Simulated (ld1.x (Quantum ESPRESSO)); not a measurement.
## Plane-wave convergence, TM semilocal potential for cadmium (Cd)

```json
{
  "Element": "Cd (Z = 48)",
  "Generator": "ld1.x (Quantum ESPRESSO) 7.5",
  "Type": "norm-conserving Troullier–Martins (semilocal form)",
  "Functional": "PBE",
  "Relativity": "scalar-relativistic",
  "Frozen core": "[Ar] 3d10 4s2",
  "Valence charge": "18",
  "Reference configuration": "4p6 4d10 5s1.5 5p0.5",
  "Partial waves": "5s (bound): rc 2.55 bohr; 4d (bound): rc 1.10 bohr; 4p (bound): rc 1.50 bohr",
  "Local potential": "the p channel",
  "Core correction": "a·sin(br)/r model core inside 1.05 bohr"
}
```

Occupied shells without a wave of their own: 5p. They enter only through the test configuration that unscreens the potential, and ld1.x also counts them in the model core charge.

The pseudo-atom Hamiltonian at the reference potential is diagonalised in spherical Bessel functions j_l(qr) that vanish at 20 bohr, with q² up to the cutoff. All-electron valence levels (Ry): 5s -0.4661, 4d -0.9375, 4p -4.9991, 5p -0.1228.

How do the lowest levels (Ry) of each channel move with the cutoff, and are there ghosts?

| cutoff (Ry) | s #1 | s #2 | d #1 | d #2 | p #1 | p #2 | Σ f·Δε (mRy) |
| --- | --- | --- | --- | --- | --- | --- | --- |
| 8 | -0.4620 | -0.0209 | 0.0337 | 0.1011 | -2.6945 | -0.0496 | 23586.4 |
| 15 | -0.4638 | -0.0210 | -0.0657 | 0.0543 | -4.3141 | -0.0921 | 12851.1 |
| 25 | -0.4659 | -0.0212 | -0.4437 | 0.0463 | -4.9120 | -0.1215 | 5465.6 |
| 40 | -0.4661 | -0.0212 | -0.8113 | 0.0447 | -4.9969 | -0.1309 | 1275.7 |
| 50 | -0.4661 | -0.0212 | -0.8937 | 0.0445 | -4.9974 | -0.1314 | 447.5 |
| 70 | -0.4661 | -0.0212 | -0.9326 | 0.0444 | -4.9988 | -0.1314 | 50.8 |
| 100 | -0.4661 | -0.0212 | -0.9373 | 0.0444 | -4.9991 | -0.1315 | 1.2 |
| 140 | -0.4661 | -0.0212 | -0.9374 | 0.0444 | -4.9991 | -0.1315 | 0.5 |
| 400 | -0.4661 | -0.0212 | -0.9375 | 0.0444 | -4.9991 | -0.1315 | 0.0 |

Result: no extra level below or beside the all-electron valence levels (s, d, p tested); the semilocal form is local in each channel, so this says nothing of the separable form that plane-wave codes build from it; 10 mRy is reached at 90 Ry and 1 mRy at 110 Ry.

ld1.x takes every shell without a wave as core, so the model core holds the 5p electrons as well and exchange and correlation see them twice. This cancels in the reference configuration, but the file is broken for other ones, and its errors say nothing about a proper core correction. Its largest configuration-test error is -337 meV.
